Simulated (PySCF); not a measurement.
PySCF input for BH2N, SMILES B=N, TDA-PBE/def2-TZVPD. Geometry optimised at B3LYP-D3(BJ)/def2-TZVPD.

```python
import numpy as np
from pyscf import gto, scf, dft, tdscf

mol = gto.M(
    atom='''
    B     0.00000000    0.00000000    0.69227649
    N     0.00000000    0.00000000   -0.54103058
    H     0.00000000    0.00000000    1.85907601
    H     0.00000000    0.00000000   -1.53324444
    ''',
    basis='def2-TZVPD',
    charge=0,
    spin=0,
    symmetry=True,
    symmetry_subgroup='C2v',
    max_memory=1600,
    verbose=4,
)
mf = dft.RKS(mol, xc='pbe').density_fit(auxbasis='def2-universal-jkfit')
mf.grids.level = 3
mf.conv_tol = 1e-9
mf.max_cycle = 100
mf.kernel()
mf.grids = dft.Grids(mol).set(level=1).build(with_non0tab=True)  # coarser grid for the response kernel
td = tdscf.TDA(mf)
td.singlet = True
td.nstates = 10
td.conv_tol = 1e-4
td.positive_eig_threshold = 1e-6
td.kernel(x0=td.get_init_guess(mf, 15))
td.analyze()
tt = tdscf.TDA(mf)
tt.singlet = False
tt.nstates = 4
tt.conv_tol = 1e-4
tt.positive_eig_threshold = 1e-6
tt.kernel(x0=tt.get_init_guess(mf, 9))
tt.analyze(verbose=3)
```

Output:

```
PySCF version 2.14.0

[INPUT] verbose = 4
[INPUT] num. atoms = 4
[INPUT] num. electrons = 14
[INPUT] charge = 0
[INPUT] spin (= nelec alpha-beta = 2S) = 0
[INPUT] symmetry True subgroup C2v
[INPUT] Mole.unit = angstrom
[INPUT] Symbol           X                Y                Z      unit          X                Y                Z       unit  Magmom
[INPUT]  1 B      0.000000000000   0.000000000000   0.692276490000 AA    0.000000000000   0.000000000000   1.308212968575 Bohr   0.0
[INPUT]  2 N      0.000000000000   0.000000000000  -0.541030580000 AA    0.000000000000   0.000000000000  -1.022399621215 Bohr   0.0
[INPUT]  3 H      0.000000000000   0.000000000000   1.859076010000 AA    0.000000000000   0.000000000000   3.513144503649 Bohr   0.0
[INPUT]  4 H      0.000000000000   0.000000000000  -1.533244440000 AA    0.000000000000   0.000000000000  -2.897412073612 Bohr   0.0

nuclear repulsion = 23.906705163972
point group symmetry = Coov, use subgroup C2v
symmetry origin: [ 0.00000000e+00  0.00000000e+00 -5.39921768e-09]
symmetry axis x: [1. 0. 0.]
symmetry axis y: [0. 1. 0.]
symmetry axis z: [0. 0. 1.]
num. orbitals of irrep A1 = 44
num. orbitals of irrep A2 = 8
num. orbitals of irrep B1 = 20
num. orbitals of irrep B2 = 20
number of shells = 36
number of NR pGTOs = 126
number of NR cGTOs = 92
basis = def2-TZVPD
ecp = {}


[settings echo left out]
init E= -80.751796800314
HOMO (B2) = -0.363245508621316  LUMO (B1) = -0.0623642917452379  gap/eV = 8.18739
cycle= 1 E= -80.6565319202823  delta_E= 0.0953  |g|= 0.543  |ddm|= 2.01
HOMO (B2) = -0.151739965356106  LUMO (A1) = 0.0132386899783565  gap/eV = 4.48930
cycle= 2 E= -80.3233115003337  delta_E= 0.333  |g|= 1.26  |ddm|= 1.32
HOMO (B2) = -0.268138943946332  LUMO (A1) = -0.00577797122310209  gap/eV = 7.13921
cycle= 3 E= -80.7005289345775  delta_E= -0.377  |g|= 0.277  |ddm|= 0.848
HOMO (B1) = -0.273181672710726  LUMO (B1) = -0.0158412408782458  gap/eV = 7.00259
cycle= 4 E= -80.7227022233549  delta_E= -0.0222  |g|= 0.0309  |ddm|= 0.252
HOMO (B2) = -0.266262088454349  LUMO (B1) = -0.0121441754329302  gap/eV = 6.91490
cycle= 5 E= -80.7229628497667  delta_E= -0.000261  |g|= 0.00663  |ddm|= 0.0537
HOMO (B2) = -0.266905927407498  LUMO (B1) = -0.0121731294835661  gap/eV = 6.93163
cycle= 6 E= -80.722977059249  delta_E= -1.42e-05  |g|= 0.00107  |ddm|= 0.00918
HOMO (B1) = -0.266970482516052  LUMO (B2) = -0.0122019044028143  gap/eV = 6.93261
cycle= 7 E= -80.7229773443563  delta_E= -2.85e-07  |g|= 8e-05  |ddm|= 0.000944
HOMO (B1) = -0.266966519005504  LUMO (B1) = -0.0121920028305002  gap/eV = 6.93277
cycle= 8 E= -80.7229773465198  delta_E= -2.16e-09  |g|= 1.02e-05  |ddm|= 0.000141
HOMO (B1) = -0.266966498598926  LUMO (B1) = -0.012192973839127  gap/eV = 6.93274
cycle= 9 E= -80.7229773465546  delta_E= -3.47e-11  |g|= 1.54e-06  |ddm|= 1.86e-05
HOMO (B1) = -0.266966632718699  LUMO (B2) = -0.0121927887708319  gap/eV = 6.93275
Extra cycle  E= -80.7229773465502  delta_E= 4.41e-12  |g|= 4.43e-06  |ddm|= 3.55e-06
converged SCF energy = -80.7229773465502
tot grids = 15248
Overwritten attributes  positive_eig_threshold  of <class 'pyscf.tdscf.rks.TDA'>


******** <class 'pyscf.tdscf.rks.TDA'> for <class 'pyscf.df.df_jk.DFSymAdaptedRKS'> ********
nstates = 10 singlet
deg_eia_thresh = 1.000e-03
wfnsym = None
conv_tol = 0.0001
eigh lindep = 1e-12
eigh level_shift = 0
eigh max_cycle = 100


Excitation energies (eV)
[6.93274942 7.04652507 7.04657174 7.27008342 7.27008342 7.96611535
 7.96611535 8.85315681 8.85315681 9.36057447]

** Singlet excitation energies and oscillator strengths **
Excited State   1:   A2      6.93275 eV    178.84 nm  f=0.0000
       6 -> 9         0.50000
       7 -> 8        -0.50000
Excited State   2:   A1      7.04653 eV    175.95 nm  f=0.0000
       6 -> 8         0.49977
       7 -> 9        -0.49977
Excited State   3:   A2      7.04657 eV    175.95 nm  f=0.0000
       6 -> 9         0.49978
       7 -> 8         0.49978
Excited State   4:   B1      7.27008 eV    170.54 nm  f=0.0776
       6 -> 10       -0.70177
Excited State   5:   B2      7.27008 eV    170.54 nm  f=0.0776
       7 -> 10       -0.70177
Excited State   6:   B1      7.96612 eV    155.64 nm  f=0.0015
       6 -> 11       -0.70097
Excited State   7:   B2      7.96612 eV    155.64 nm  f=0.0015
       7 -> 11       -0.70097
Excited State   8:   B1      8.85316 eV    140.05 nm  f=0.0240
       6 -> 12        0.70404
Excited State   9:   B2      8.85316 eV    140.05 nm  f=0.0240
       7 -> 12       -0.70404
Excited State  10:   A1      9.36057 eV    132.45 nm  f=0.4484
       5 -> 10       -0.10095
       6 -> 8         0.39482
       6 -> 18        0.28023
       7 -> 9         0.39482
       7 -> 19        0.28023

** Transition electric dipole moments (AU) **
state          X           Y           Z        Dip. S.      Osc.
  1         0.0000     -0.0000      0.0000      0.0000      0.0000
  2        -0.0000      0.0000      0.0000      0.0000      0.0000
  3         0.0000     -0.0000      0.0000      0.0000      0.0000
  4         0.6602     -0.0000     -0.0000      0.4358      0.0776
  5        -0.0000      0.6602     -0.0000      0.4358      0.0776
  6        -0.0880     -0.0000     -0.0000      0.0078      0.0015
  7         0.0000     -0.0880      0.0000      0.0078      0.0015
  8         0.3327     -0.0000     -0.0000      0.1107      0.0240
  9        -0.0000     -0.3327      0.0000      0.1107      0.0240
 10         0.0000      0.0000      1.3983      1.9554      0.4484

** Transition velocity dipole moments (imaginary part, AU) **
state          X           Y           Z        Dip. S.      Osc.
  1         0.0000     -0.0000      0.0000      0.0000      0.0000
  2        -0.0000      0.0000     -0.0000      0.0000      0.0000
  3         0.0000     -0.0000      0.0000      0.0000      0.0000
  4         0.1710     -0.0000      0.0000      0.0292      0.0729
  5        -0.0000      0.1710     -0.0000      0.0292      0.0729
  6        -0.0195     -0.0000     -0.0000      0.0004      0.0009
  7         0.0000     -0.0195      0.0000      0.0004      0.0009
  8         0.0726     -0.0000     -0.0000      0.0053      0.0108
  9        -0.0000     -0.0726      0.0000      0.0053      0.0108
 10         0.0000     -0.0000      0.2628      0.0690      0.1338

** Transition magnetic dipole moments (imaginary part, AU) **
state          X           Y           Z
  1        -0.0000     -0.0000     -0.0000
  2         0.0000     -0.0000     -0.0000
  3        -0.0000     -0.0000     -0.0000
  4         0.0000      0.0696      0.0000
  5        -0.0696      0.0000      0.0000
  6        -0.0000     -0.1520     -0.0000
  7         0.1520     -0.0000      0.0000
  8         0.0000      0.0703      0.0000
  9         0.0703     -0.0000     -0.0000
 10        -0.0000      0.0000      0.0000


******** <class 'pyscf.tdscf.rks.TDA'> for <class 'pyscf.df.df_jk.DFSymAdaptedRKS'> ********
nstates = 4 triplet
deg_eia_thresh = 1.000e-03
wfnsym = None
conv_tol = 0.0001
eigh lindep = 1e-12
eigh level_shift = 0
eigh max_cycle = 100


Excitation energies (eV)
[5.81878743 6.22359235 6.22359958 6.93274942]

** Triplet excitation energies and oscillator strengths **
Excited State   1:   A1      5.81879 eV    213.08 nm  f=0.0000
Excited State   2:   A1      6.22359 eV    199.22 nm  f=0.0000
Excited State   3:   A2      6.22360 eV    199.22 nm  f=0.0000
Excited State   4:   A2      6.93275 eV    178.84 nm  f=0.0000
```

The run converged.
